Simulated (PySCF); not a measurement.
Vertical excitations of a molecule C3H6Se from TDDFT-LC-ωPBE/def2-SVPD (PySCF), as energy in eV (oscillator strength): 4.80 (0.008), 5.75 (0.189), 6.16 (0.020), 6.59 (0.018), 7.15 (0.028), 7.39 (0.042), 7.43 (0.005), 7.62 (0.097), 7.96 (0.191), 8.19 (0.126). Lowest triplet (TDA): 3.72 eV. Geometry: B3LYP-D3(BJ)/def2-SVP. Other conformers were not sampled.

### Question
Identify the compound among the candidates.
(A) [SeH]C1CC1
(B) C1C[Se]C1
(C) C=CC[SeH]
(D) C=C[Se]C

### Answer
D, C=C[Se]C
